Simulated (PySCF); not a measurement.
Input for PySCF: R-HF/STO-3G on BClH2O (SMILES OBCl), a point of a torsion scan.

```python
from pyscf import gto, scf, dft, mp
from pyscf.data.elements import chemcore

mol = gto.M(
    atom='''
    O    -0.91539179   -0.22066389   -0.36057616
    B     0.35801745    0.13779662   -0.18625626
    Cl    1.55091358   -0.60588593   -1.17204042
    H    -1.48083633   -0.59830706    0.30378062
    H     0.72114265    0.88575483    0.65293945
    ''',
    basis='sto-3g',
    charge=0, spin=0, verbose=3, max_memory=1800)
mf = scf.RHF(mol)
mf.conv_tol = 1e-8
mf.max_cycle = 100
mf.kernel()
if not mf.converged:
    mf = mf.newton().run(mf.mo_coeff, mf.mo_occ)
```

### Question
Predict the final total energy.

### Answer
-554.0201 hartree.
